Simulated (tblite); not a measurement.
Species: C₇H₄N₂.
SMILES with atom numbers: `[CH:1]#[C:2][C:3]#[C:4][C@@H:5]([C:6]#[N:7])[N:8]=[CH2:9]` (hydrogens: H10 on C1; H11 on C5; H12, H13 on C9)

A start from a force field or distance geometry was refined with tblite, GFN2-xTB geometry optimisation, gas phase. Values at the start:

```csv
coordinate,start
C1≡C2,1.223 Å
C1–H10,1.051 Å
C2–C3,1.413 Å
C3≡C4,1.228 Å
C4–C5,1.461 Å
C5–C6,1.479 Å
C5–N8,1.446 Å
C5–H11,1.112 Å
C6≡N7,1.145 Å
N8=C9,1.302 Å
C9–H12,1.105 Å
C9–H13,1.101 Å
C1–C2–C3,178.5°
C2–C3–C4,178.5°
C3–C4–C5,178.8°
C4–C5–C6,111.8°
C4–C5–N8,111.5°
C5–C6–N7,179.5°
C5–N8–C9,112.3°
C6–C5–N8,105.5°
C4–C5–N8–C9,-173°
```

Question: How do these coordinates change at the GFN2-xTB level?

Answer: 
| coordinate | GFN2-xTB (Å or °) | change |
| --- | --- | --- |
| C2–C3 | 1.358 | -0.055 |
| N8=C9 | 1.251 | -0.051 |
| C3≡C4 | 1.206 | -0.022 |
| C5–C6 | 1.458 | -0.021 |
| C9–H13 | 1.081 | -0.020 |
| C1≡C2 | 1.204 | -0.019 |
| C9–H12 | 1.094 | -0.011 |
| C5–H11 | 1.102 | -0.010 |
| C5–N8 | 1.452 | +0.006 |
| C4–C5 | 1.456 | -0.005 |
| C1–H10 | 1.048 | -0.003 |
| C6≡N7 | 1.143 | -0.002 |
| C6–C5–N8 | 115.6 | +10.1 |
| C5–N8–C9 | 122.1 | +9.8 |
| C4–C5–C6 | 107.7 | -4.1 |
| C3–C4–C5 | 176.3 | -2.5 |
| C4–C5–N8 | 109.4 | -2.1 |
| C5–C6–N7 | 177.7 | -1.8 |
| C1–C2–C3 | 179.7 | +1.2 |
| C2–C3–C4 | 177.6 | -0.9 |
| C4–C5–N8–C9 | -107 | +66 |

The energy falls by 10.1 kcal/mol over 110 L-BFGS steps, the largest force on an atom goes from 3.35 to 0.009 eV/Å, and the atoms move by 0.631 Å rms after alignment. The bond that changes most is C2–C3 (both ends alkyne carbon), which shortens by 0.055 Å. Bonds longer at the end by more than 0.005 Å: 1 of 12; shorter: 9. Among the dihedrals that turn most is H11–C5–N8–C9, from 67° to 135°. Rotational constants go from 3983, 745.0, 645.8 to 3245, 835.9, 716.3 MHz.

The run took 0.99 s wall on an Arm Neoverse N1 with one thread, shared host.

Its GFN2-xTB frequencies are all real (lowest 36 cm⁻¹). One conformer, not necessarily the lowest.

The numbers are calculated, not measured.
